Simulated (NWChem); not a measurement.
Isomers of C₃H₃ClF₂, each optimised at B3LYP/6-31G* with NWChem, gas phase unless a solvent is named. Flexible species stand in one conformer each, which need not be the lowest. Pople sets run with spherical d functions.

A: C=C(Cl)C(F)F
B: F[C@@H]1[C@H](F)[C@H]1Cl
C: F[C@@H]1C[C@@]1(F)Cl
D: FC(F)/C=C/Cl

Rank them by dipole (D), B3LYP/6-31G*, lowest first.

B (1.06), D (1.35), A (1.59), C (2.12)
